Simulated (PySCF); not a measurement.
C3H11N2OSi (doublet state).
Z-matrix (Å and degrees, GFN2-xTB geometry), rows numbered from 1:
```
C 
C   1  1.4843
C   2  1.4895  1  121.53
O   2  1.3516  1  119.80  3   159.80
Si  4  1.6203  2  135.56  1     6.67
N   5  1.7285  4  112.21  2   -56.86
N   5  1.7298  4  111.69  2    58.08
H   1  1.0873  2  110.27  3    32.45
H   1  1.0888  2  109.80  3   153.63
H   1  1.0971  2  111.52  3   -88.00
H   3  1.0901  2  110.71  1   -54.34
H   3  1.0873  2  109.61  1  -174.80
H   3  1.0977  2  112.01  1    65.39
H   5  1.4646  4   97.15  2  -179.60
H   6  1.0068  5  117.42  4   -52.63
H   6  1.0059  5  118.67  4   171.83
H   7  1.0062  5  118.62  4  -178.33
H   7  1.0072  5  117.03  4    46.79
```

The hyperfine couplings belong to this conformer and change with its torsions.

As a line formula: `C[C](C)O[SiH](N)N` [radical].

Method: PySCF 2.14.0, UKS B3LYP, pcH-1 on C H N O Si, non-relativistic, mean-field spin-orbit, GIAO. One conformer (not necessarily the lowest) at the GFN2-xTB geometry, without solvent, vibrations or thermal averaging. The geometry wasn't refined by DFT: couplings that depend on bond lengths, twists or pyramidal angles can differ widely from those at the functional's own minimum. The SCF solution wasn't tested for stability.

Principal values of hyperfine tensors in MHz (contact, dipolar and spin–orbit terms together), for some of the nuclei:

| atom | isotope | A1 | A2 | A3 |
| --- | --- | --- | --- | --- |
| C2 | 13C | 52.62 | 54.78 | 296.37 |
| H10 | 1H | 120.84 | 121.56 | 132.77 |
| H13 | 1H | 119.93 | 121.11 | 132.12 |
| H9 | 1H | 45.08 | 45.79 | 59.86 |
| H11 | 1H | 43.09 | 43.98 | 58.16 |
| C3 | 13C | -26.53 | -25.89 | -21.98 |
| C1 | 13C | -26.25 | -25.76 | -21.68 |
| H8 | 1H | 8.23 | 9.56 | 22.97 |

Task: Give the isotropic coupling of each nucleus in MHz and in mT (g = 2.0029), and the anisotropic part.

Result: a_iso is a third of the trace, T = A − a_iso, and a(mT) = a(MHz)/(g × 13.996). The tensors hold a spin–orbit part: the run splits a_iso into a_FC + a_SO, and T includes its anisotropic share.

| atom | a_iso (MHz) | a_FC | a_SO | a_iso (mT) | T1 | T2 | T3 |
| --- | --- | --- | --- | --- | --- | --- | --- |
| C2 | 134.59 | 134.66 | -0.07 | 4.801 | -81.97 | -79.81 | 161.78 |
| H10 | 125.06 | 125.05 | 0.00 | 4.461 | -4.22 | -3.49 | 7.71 |
| H13 | 124.39 | 124.38 | 0.00 | 4.437 | -4.45 | -3.28 | 7.73 |
| H9 | 50.24 | 50.24 | 0.00 | 1.792 | -5.16 | -4.46 | 9.62 |
| H11 | 48.41 | 48.41 | 0.00 | 1.727 | -5.32 | -4.43 | 9.75 |
| C3 | -24.80 | -24.81 | 0.01 | -0.885 | -1.73 | -1.09 | 2.82 |
| C1 | -24.56 | -24.58 | 0.01 | -0.876 | -1.69 | -1.20 | 2.89 |
| H8 | 13.59 | 13.58 | 0.00 | 0.485 | -5.36 | -4.03 | 9.38 |

Task: What spin density at the nucleus of H10 lies behind its contact coupling (g_N = 5.58569)?

Result: a_FC = (2μ0/3) gₑ μB g_N μN ρ(0)/(2S·h) = 800.24 MHz × g_N × ρ(0)/(2S), with ρ in bohr⁻³. With a_FC = 125.05 MHz and 2S = 1, ρ(0) = 0.02798 bohr⁻³. In magnitude that is 8.8 % of the 1/π = 0.318 of a free hydrogen atom.

Task: H12 (1H, g_N = 5.58569) isn't in the table. Its spin density at the nucleus is 0.003072 bohr⁻³. What is its contact coupling?

Result: By the same relation, a_FC = 13.73 MHz. Its full tensor has the principal values 8.63, 9.66, 22.91 MHz.

Task: Which nucleus of the table has the largest anisotropic coupling, and what is its form?

Result: C2: -82.0, -79.8, 161.8 MHz, axial, in the ratio −1:−1:+2, the form that spin in one p orbital centred on that nucleus gives.

Task: In a single crystal, with the field along each principal axis of the tensor of H10 in turn, what first-order splitting does this nucleus give (isotropic g, quadrupole terms neglected)?

Result: 2 lines (I = 1/2), spaced by |A_i|/(g × 13.996): 4.31, 4.34, 4.74 mT along the axes of A1, A2 and A3.
